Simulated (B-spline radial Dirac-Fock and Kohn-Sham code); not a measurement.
**How the settings move the core levels of Ag⁶⁺**

ΔSCF core binding energies without Breit or QED terms, calculated with a radial finite-basis atomic code. Keys: rel is the Hamiltonian (dirac, or spin-free x2c and nr, where L3 and M5 stand for the whole 2p and 3d shells), method is hf or an exchange,correlation pair (spin-unpolarised, also for the hole states), nuc the nuclear model, radius_factor scales its radius, rmax is the box in bohr, h the logarithmic mesh step, order the B-spline order, points the quadrature points per cell, c_factor scales the speed of light, and damp, ndamp, maxit and tol steer the iteration. The run stops when the commutator error falls below 10·tol·max(1, Z/10), or the numerical noise floor, and the energy has settled to about 1e-8 Ha; the virial ratio is −V/T.

Base input:

```json
{"items": [{"Z": 47, "q": 6, "cfg": [[1, 0, 2], [2, 0, 2], [2, 1, 6], [3, 0, 2], [3, 1, 6], [3, 2, 10], [4, 0, 2], [4, 1, 6], [4, 2, 5]], "A": 107, "rrms": 4.5454, "do": "settings", "holes": ["K", "L3", "M5"],
  "settings": [{"rel": "dirac", "method": "hf", "nuc": "fermi", "radius_factor": 1.0, "rmax": 45.0, "h": 0.3, "order": 8, "points": 10, "c_factor": 1.0, "maxit": 60, "damp": 0.5, "ndamp": 3, "tol": 1e-08}]}]}
```

The ground state converged in 10 iterations, with total energy -5304.99839 Ha, virial ratio 1.95531 and highest orbital energy -104.36 eV. ΔSCF binding energies: K (1s) 25707.6 eV, L3 (2p3/2) 3474.1 eV, M5 (3d5/2) 481.3 eV.

Changes from the base run:

```tsv
changed setting	Δ total energy (Ha)	Δ K (eV)	Δ L3 (eV)	Δ M5 (eV)	iterations
rel = "nr"; rmax = 80.0; damp = 0.8	?	?	?	?	?
rel = "nr"; h = 0.12; c_factor = 0.9	+117.04298	-794.47	+4.45	+8.37	9
rmax = 80.0	0.00000	0.00	0.00	0.00	10
rel = "nr"	+117.04300	-794.47	+4.45	+8.37	10
order = 5	+0.00152	0.00	0.00	0.00	10
tol = 0.0001	0.00000	0.00	0.00	0.00	8
nuc = "gauss"	-0.00032	0.00	0.00	0.00	10
```

Q: What does the change rel = "nr"; rmax = 80.0; damp = 0.8 do?

A: The total energy moves by +117.04300 Ha and the binding energies by K -794.47 eV, L3 +4.45 eV, M5 +8.37 eV; the run takes 10 iterations.
